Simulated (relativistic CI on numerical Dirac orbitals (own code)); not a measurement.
Hyperfine structure of Br XX, mass number 81

Method of calculation: Dirac-Coulomb-Breit CI, separate exchange-only KLI orbitals for each configuration, model QED (radiative potential, 1s self-energy scaled to tabulated hydrogen-like ionisation energies), unscaled Slater integrals (own radial code, finite nucleus).

Configuration list (outside the closed core [Ne]): 3s2 3p4, 3s 3p5, 3s2 3p3 3d, 3p6, 3s 3p4 3d, 3p5 3d, 3s 3p3 3d2, 3s2 3p2 3d 4p, 3s2 3p3 4s, 3p5 4s, 3p5 4p, 3s 3p3 3d 4s, 3s2 3p3 4p, 3s2 3p2 3d2, 3s2 3p 3d3, 3s 3p2 3d3, 3s2 3p 3d2 4s, 3s2 3p 3d2 4p, 3p4 3d2, 3p3 3d3, 3p3 3d2 4s, 3p3 3d2 4p. Double excitations out of closed p, d and f shells are left out; levels of such configurations are missing from the list, as are those of other unlisted configurations, and high levels can miss mixing partners.

Nuclear spin I = 3/2, μ = 2.2686 μN, Q = 0.2579 b (tables of Stone and Pyykkö). The electronic factors are computed for point nuclear moments, without core polarisation or the Bohr-Weisskopf and QED corrections.

| Level | E (cm⁻¹) | A (MHz) | B (MHz) |
| --- | --- | --- | --- |
| 3s2 3p4 3P_2 | 0 | 20770 | 3920 |
| 3s2 3p4 3P_1 | 67210 | -2002 | -3310 |
| 3s2 3p4 1D_2 | 104440 | 45580 | -10600 |
| 3s 3p5 3P°_2 | 516781 | 93190 | -5970 |
| 3s 3p5 3P°_1 | 553647 | 40900 | 2370 |
| 3s2 3p3 3d 5D°_2 | 668813 | 10730 | -282 |
| 3s2 3p3 3d 5D°_3 | 669661 | 8655 | 955 |
| 3s2 3p3 3d 5D°_1 | 673954 | 5201 | -1080 |

Levels with J = 0, under 50 % of one LS term, or S terms without an open s electron are left out. Small factors come from cancelling terms and can be off by tens of per cent or more.

At this charge energies of transitions that change n are usually good to better than 1 %, and those within a shell (Δn = 0) to a few per cent.

Problem. Give the hyperfine levels of 3s2 3p4 3P_2 relative to its centre of gravity.

Solution. With K = F(F + 1) − I(I + 1) − J(J + 1), E = AK/2 + B[¾K(K + 1) − I(I + 1)J(J + 1)]/[2I(2I − 1)J(2J − 1)]: F = 1/2: -90030, F = 3/2: -62300, F = 5/2: -12830, F = 7/2: 63280 MHz.

LS names give the leading component of a level, which can be under half, so a name can repeat, a term be missing and a line seem to break the LS rules.
